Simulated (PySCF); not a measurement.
Si(H)(NH2)3 (H₇N₃Si), SMILES N[SiH](N)N.

Coordinates come from a PBE0-D3(BJ)/def2-SVP optimisation. One conformer was computed; it need not be the lowest.

Computed with PySCF 2.14.0 with TDA-CAM-B3LYP/def2-SVPD.

Vertical excitations. Gas-phase values at a fixed geometry. State labels are in the subgroup Cs.

```tsv
state	symmetry	energy (eV)	λ (nm)	f	main pairs
S1	A"	6.44	193	0.055	HOMO→LUMO 87 %
S2	A'	6.79	183	0.021	HOMO−1→LUMO 68 %, HOMO−1→LUMO+1 22 %
S3	A'	7.07	175	0.088	HOMO→LUMO+2 53 %, HOMO−2→LUMO 31 %
S4	A"	7.56	164	0.009	HOMO→LUMO+1 81 %
S5	A"	7.93	156	0.000	HOMO→LUMO+3 79 %
S6	A'	7.94	156	0.084	HOMO−1→LUMO+1 63 %, HOMO−1→LUMO 27 %
S7	A'	8.12	153	0.018	HOMO−2→LUMO 60 %, HOMO→LUMO+2 34 %
S8	A"	8.24	150	0.010	HOMO−1→LUMO+2 80 %, HOMO−1→LUMO+5 14 %
S9	A'	8.36	148	0.003	HOMO→LUMO+5 31 %, HOMO−2→LUMO+3 21 %, HOMO→LUMO+6 14 %, HOMO−2→LUMO+1 11 %
S10	A"	8.55	145	0.000	HOMO−1→LUMO+5 64 %, HOMO−1→LUMO+8 15 %
T1	A"	6.10	203	0	HOMO→LUMO 78 %
T2	A'	6.41	193	0	HOMO−1→LUMO 59 %, HOMO−1→LUMO+1 27 %
T3	A'	6.59	188	0	HOMO→LUMO+2 54 %, HOMO−2→LUMO 28 %
T4	A"	7.29	170	0	HOMO→LUMO+1 76 %
```
Triplets are in the Tamm–Dancoff approximation.
